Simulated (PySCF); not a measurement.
Compound: C₃H₇FO₂Si₂.
Atom-mapped SMILES: `[CH2:1]=[CH:2][C@@H:3]1[O:4][Si@H:5]([F:6])[O:7][SiH2:8]1`

NICS = −σ at a ghost point: NICS(0) at the centroid of the ring atoms, NICS(1) 1 Å to either side along the normal of their mean plane, zz for the tensor component along that normal. Level: GIAO PBE0/pcSseg-1 (PySCF, non-relativistic, gas phase) on the GFN2-xTB geometry, one conformer.

Ring bond lengths (Å), with Mayer bond orders in brackets: C3–O4 1.426 (0.86), O4–Si5 1.608 (1.02), Si5–O7 1.636 (0.96), O7–Si8 1.627 (0.95), Si8–C3 1.947 (0.84).

Question: Give the NICS values of each ring in ppm.

Answer: 
```json
{"ring": "C3–O4–Si5–O7–Si8", "type": "5-membered ring with 2 O and 2 Si; formal bonds all single", "NICS(0)": "-6.7", "NICS(1), two faces": "-2.6 / -2.8", "NICS(1)zz, two faces": "-3.8 / -2.1", "rms pucker (Å)": "0.01", "centre to ring atoms, mean (Å)": "1.40"}
```

Question: What can be read from them?

Answer: 
- C3–O4–Si5–O7–Si8: mean NICS(1)zz -3.0 ppm, near zero. C3, Si5, Si8 have four or more neighbours; no verdict on aromaticity is drawn.

Question: What is the mean of the two in-plane components of NICS at the first NICS(1) probe listed for ring C3–O4–Si5–O7–Si8, 1 Å off the ring?

Answer: The isotropic value is a third of the trace: (3 × -2.6 − (-3.8))/2 = -2.0 ppm.

Question: How shielded are the nuclei of the rings and their hydrogens (means over atoms taken as equivalent)?

Answer: 
| atoms | environment | σ isotropic (ppm) |
| --- | --- | --- |
| C3 | sp3 carbon bound to oxygen | 113.9 |
| O4 | silyl ether oxygen | 270.3 |
| Si5 | fluorine-bound silicon | 391.6 |
| O7 | siloxane oxygen | 269.9 |
| Si8 | oxygen-bound silicon | 361.6 |
| H on C3 | methine hydrogen | 26.88 |
| H on Si5 | Si–H hydrogen | 27.18 |
| H on Si8 | Si–H hydrogen | 26.55 |
| H on Si8 | Si–H hydrogen | 26.93 |
